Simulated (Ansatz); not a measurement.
Ideal-gas functions of H3NOZn (`[NH2][Zn][OH]`) at 400 K and 1 bar, from an Ansatz frequency run at PBE0-D4/def2-TZVP.

Molar mass 98.42 g/mol, point group Cs (symmetry number 1), electronic degeneracy 1, moments of inertia 2.373, 112.104, 112.42 u Å². Harmonic wavenumbers (cm⁻¹, unscaled): 164, 170, 190, 455, 608, 739, 771, 781, 1565, 3560, 3651, 3915.

Use S(trans) = R[1.5 ln M + 2.5 ln T − 1.1517]; rotational temperatures θ = 24.2544 K / I; S(rot) = R[ln(√π/σ · √(T³/θAθBθC)) + 1.5]; for each mode x = 1.438777 ν̃/T, S = R[x/(eˣ − 1) − ln(1 − e⁻ˣ)] and H = RT x/(eˣ − 1); 1 cm⁻¹ = 0.0119627 kJ/mol; R = 8.31446 J/(mol·K).

By hand: the entropy, in J/(mol·K).

Translation 172.2. Rotation: θ = 10.221, 0.2164, 0.2157 K, giving 95.0. Vibration, mode by mode: 12.82, 12.53, 11.64, 5.09, 3.29, 2.27, 2.07, 2.01, 0.20, 0.00, 0.00, 0.00, in all 51.9. Electronic 0.0. Sum 319.1 J/(mol·K).

By hand: H − E and G − E in kJ/mol, counted from the electronic energy.

Zero-point energy ½ × 16569 × 0.0119627 = 99.1; thermal vibration 11.4; translation, rotation and pV give 4 RT = 13.3. H − E = 123.8 kJ/mol, and G − E = 123.8 − 400 × 319.1/1000 = -3.8 kJ/mol.

Vibration gives 16 % of the entropy. The sum counts one conformer and one mirror image; others add a mixing term.
